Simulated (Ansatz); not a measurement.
Z-matrix (Å, degrees):
```
C
N 1 1.438
H 1 1.101 2 110.9
H 1 1.103 2 112.9 3 -119.7
H 1 1.093 2 111.2 3 119.1
In 2 2.019 1 122.4 3 -137.4
C 2 1.438 1 112.6 3 58.1
N 6 2.019 2 119.7 1 161.5
N 6 2.019 2 119.6 1 -7.3
H 7 1.102 2 111.2 1 -60.3
H 7 1.103 2 112.6 1 59.4
H 7 1.093 2 111.4 1 -180.0
C 8 1.438 6 122.4 2 -7.1
C 8 1.438 6 123.0 2 155.6
C 9 1.438 6 123.0 2 -35.5
C 9 1.438 6 122.4 2 161.4
H 13 1.101 8 110.9 6 -137.6
H 13 1.103 8 112.9 6 102.7
H 13 1.093 8 111.2 6 -18.5
H 14 1.102 8 111.2 6 135.5
H 14 1.092 8 111.4 6 15.8
H 14 1.103 8 112.6 6 -104.8
H 15 1.103 9 112.6 6 -105.1
H 15 1.102 9 111.2 6 135.2
H 15 1.092 9 111.4 6 15.5
H 16 1.103 9 112.9 6 103.1
H 16 1.093 9 111.2 6 -18.2
H 16 1.101 9 110.9 6 -137.3
```

Total charge 0; spin multiplicity 1. In takes the def2 core potential.

Question: List the ωB97M-V/def2-TZVPP orbital energies in eV (Ansatz 0.2.0). (An estimate is asked.)

Answer: The calculation gave: Occupied: -394.00, -393.99, -393.99, -281.75, -281.75, -281.75, -281.74, -281.74, -281.74, -130.60, -87.07, -86.79, -86.79, -27.49, -27.36, -27.36, -23.59, -23.55, -23.55, -23.44, -23.44, -22.19, -22.19, -22.14, -19.55, -19.15, -19.15, -16.27, -15.29, -15.29, -14.98, -14.84, -14.84, -14.56, -14.52, -14.52, -13.07, -13.07, -13.07, -12.58, -12.58, -12.57, -12.27, -10.68, -10.68, -8.70, -7.92, -7.92. Lowest empty: 0.79, 1.43, 1.94, 1.94, 2.68, 3.61, 3.78, 3.78.
